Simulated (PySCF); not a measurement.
**Circular dichroism: `C1[C@@H](F)C[C@@H](F)[SiH2]1`, C$_{4}$H$_{8}$F$_{2}$Si**

Molfile (atoms numbered from 1):
```
C4H8F2Si
     RDKit          3D

 15 15  0  0  0  0  0  0  0  0999 V2000
   -1.5050   -2.0396    0.2769 F   0  0  0  0  0  0  0  0  0  0  0  0
   -0.7135   -0.9326    0.5191 C   0  0  2  0  0  0  0  0  0  0  0  0
   -1.3866    0.3315   -0.0079 C   0  0  0  0  0  0  0  0  0  0  0  0
    0.0320    1.5883   -0.2043 Si  0  0  0  0  0  4  0  0  0  0  0  0
    1.3862    0.2210   -0.0349 C   0  0  2  0  0  0  0  0  0  0  0  0
    2.3594    0.3121   -1.0188 F   0  0  0  0  0  0  0  0  0  0  0  0
    0.6389   -1.1032   -0.1646 C   0  0  0  0  0  0  0  0  0  0  0  0
   -0.5915   -0.8908    1.6091 H   0  0  0  0  0  0  0  0  0  0  0  0
   -1.8363    0.0956   -0.9736 H   0  0  0  0  0  0  0  0  0  0  0  0
   -2.1943    0.6438    0.6503 H   0  0  0  0  0  0  0  0  0  0  0  0
    0.0899    2.2184   -1.5188 H   0  0  0  0  0  0  0  0  0  0  0  0
    0.1159    2.5461    0.8987 H   0  0  0  0  0  0  0  0  0  0  0  0
    1.9347    0.2671    0.9124 H   0  0  0  0  0  0  0  0  0  0  0  0
    1.1945   -1.9410    0.2588 H   0  0  0  0  0  0  0  0  0  0  0  0
    0.4713   -1.3089   -1.2242 H   0  0  0  0  0  0  0  0  0  0  0  0
  1  2  1  0
  2  3  1  0
  3  4  1  0
  4  5  1  0
  5  6  1  0
  5  7  1  0
  7  2  1  0
  2  8  1  1
  3  9  1  0
  3 10  1  0
  4 11  1  0
  4 12  1  0
  5 13  1  1
  7 14  1  0
  7 15  1  0
M  END
```

Method used: TDDFT BHandHLYP/def2-SVPD circular dichroism and optical rotation, one conformer, gas phase in PySCF. Geometry: GFN2-xTB.

States above about 9.6 eV (minus the energy of the highest occupied orbital) lie near or above the ionisation threshold and depend on the basis.

What are the CIP labels of the stereocentres?

C2 S, C5 S.

Which excitations and rotatory strengths does the calculation give?

Rotatory strengths R in 10⁻⁴⁰ esu² cm², velocity form and length form (origin at the centre of mass); f in length form.
| state | E (eV) | λ (nm) | f | R (velocity) | R (length) | main |
| --- | --- | --- | --- | --- | --- | --- |
| 1 | 7.65 | 162 | 0.027 | +2.9 | +3.9 | HOMO→LUMO 0.43, HOMO→LUMO+2 0.23 |
| 2 | 8.01 | 155 | 0.014 | +24.6 | +23.5 | HOMO→LUMO+1 0.76, HOMO→LUMO 0.14 |
| 3 | 8.26 | 150 | 0.094 | -58.0 | -55.3 | HOMO→LUMO+3 0.34, HOMO→LUMO 0.28 |
| 4 | 8.64 | 144 | 0.047 | +31.3 | +30.5 | HOMO−1→LUMO 0.41, HOMO−1→LUMO+1 0.28 |
| 5 | 8.83 | 140 | 0.002 | -10.4 | -10.5 | HOMO−1→LUMO+1 0.32, HOMO−1→LUMO 0.29 |
| 6 | 8.96 | 138 | 0.002 | +3.6 | +3.3 | HOMO−2→LUMO 0.37, HOMO→LUMO+3 0.09 |
| 7 | 8.98 | 138 | 0.123 | +48.3 | +46.4 | HOMO→LUMO+2 0.36, HOMO→LUMO+3 0.21 |
| 8 | 9.07 | 137 | 0.003 | -13.7 | -11.6 | HOMO−1→LUMO+3 0.24, HOMO−2→LUMO+1 0.15 |
| 9 | 9.24 | 134 | 0.014 | -4.6 | -5.0 | HOMO→LUMO+4 0.49, HOMO→LUMO+5 0.20 |
| 10 | 9.28 | 134 | 0.022 | +49.1 | +47.8 | HOMO−2→LUMO+1 0.48, HOMO−2→LUMO 0.28 |
| 11 | 9.40 | 132 | 0.013 | -45.5 | -44.3 | HOMO−2→LUMO+3 0.22, HOMO−2→LUMO+2 0.18 |
| 12 | 9.52 | 130 | 0.016 | -15.7 | -16.1 | HOMO→LUMO+5 0.46, HOMO→LUMO+4 0.33 |
| 13 | 9.64 | 129 | 0.025 | -53.1 | -51.6 | HOMO−3→LUMO 0.37, HOMO−2→LUMO+3 0.30 |
| 14 | 9.67 | 128 | 0.090 | +38.9 | +38.0 | HOMO−1→LUMO+2 0.28, HOMO−1→LUMO+3 0.24 |
| 15 | 9.77 | 127 | 0.049 | +22.7 | +20.4 | HOMO−3→LUMO+1 0.39, HOMO−1→LUMO+2 0.09 |
| 16 | 9.80 | 126 | 0.035 | -5.4 | -6.5 | HOMO→LUMO+6 0.16, HOMO→LUMO+7 0.15 |

Among the states computed, the strongest CD band (largest |R|) is state 3. The largest dissymmetry factor in size, g = 4R/(D+G), with D and G the electric and magnetic dipole strengths, is -0.073 for state 5 (velocity form, f = 0.002), among bands with |R| over 0.5. The mirror image has the same energies and oscillator strengths and all R with the opposite sign.
